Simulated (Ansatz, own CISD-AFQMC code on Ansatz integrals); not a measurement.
C2H6Si, SMILES `C1C[SiH2]1` (charge 0, multiplicity 1).

Cartesian coordinates (Å):
SMILES: C1C[SiH2]1
```xyz
9

C     -0.6188    -0.7366     0.0867
C     -0.5267     0.7913    -0.1717
Si     1.1018    -0.0526     0.0817
H     -1.0697    -1.0362     1.0257
H     -0.9528    -1.3430    -0.7471
H     -0.9208     1.4325     0.6082
H     -0.8040     1.1257    -1.1646
H      1.9758    -0.3014    -1.0776
H      1.8152     0.1203     1.3587
```
Charge 0, multiplicity 1.

Frozen-core energies in cc-pVDZ from Ansatz (a first-principles code) at a geometry from B3LYP-D3(BJ)/def2-TZVP; the HF reference has <S^2> = 0.00 and the T1 diagnostic is 0.010.

```
level                                                                             energy (Ha)  difference from CCSDT(Q) (mHa)
--------------------------------------------------------------------------------  -----------  ------------------------------
HF                                                                                 -368.10830                          445.63
MP2                                                                                -368.49446                           59.48
CCSD                                                                               -368.53866                           15.27
CCSD(T)                                                                            -368.55212                            1.82
CCSDT                                                                              -368.55306                            0.87
phaseless AFQMC, CISD trial (own CISD-AFQMC code on Ansatz integrals; ±0.40 mHa)   -368.55365                            0.28
CCSDT(Q)                                                                           -368.55393                            0.00
```
